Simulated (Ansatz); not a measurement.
# How methods differ on GeClF (SMILES [F][Ge][Cl])

GeClF has 3 atoms, charge 0, and is taken as a singlet. As SMILES, `[F][Ge][Cl]`. Geometry: optimised at wB97X-V/def2-SVP.

```xyz
3

F     0.1100    1.4178    0.2059
Ge   -0.7630    0.0368   -0.4103
Cl    0.6422   -1.5194    0.1913
```

Each level gives the dissociation energy of the Ge2–F1 bond into doublet GeCl and doublet F (shapes relaxed at wB97X-V/def2-SVP, no zero-point term) (eV). The values are calculated.

| level | kind | program | value (eV) | CPU time (all runs) |
| --- | --- | --- | --- | --- |
| HF/def2-TZVPP | Hartree–Fock | Ansatz | 3.74 | 2.4 s |
| SVWN5/def2-TZVPP | LDA | Ansatz | 6.66 | 1.7 s |
| PBE/def2-TZVPP | GGA | Ansatz | 5.77 | 2.4 s |
| r2SCAN/def2-TZVPP | meta-GGA | Ansatz | 5.59 | 5.8 s |
| B3LYP/def2-TZVPP | global hybrid | Ansatz | 5.49 | 4.2 s |
| PBE0-D4/def2-TZVPP | global hybrid | Ansatz | 5.46 | 3.5 s |
| wB97M-V/def2-TZVPP | range-separated hybrid | Ansatz | 5.60 | 9.5 s |
| B2PLYP/def2-TZVPP | double hybrid | Ansatz | 5.55 | 5.1 s |
| MP2/def2-TZVPP | perturbation theory | Ansatz | 5.82 | 3.5 s |

All-electron rows without a relativistic Hamiltonian named are non-relativistic. The values span 3.74 to 6.66 eV. Hartree–Fock misses the correlation of the electron pair that is broken and comes out low. Measured bond enthalpies also hold zero-point and thermal terms, a few tenths of an eV less. In the correlated wave-function rows the outer d shell of Ge is correlated, in sets not made for it. Times are those of the runs behind each value, whatever else they computed, on shared processors of several kinds: orders of magnitude only.
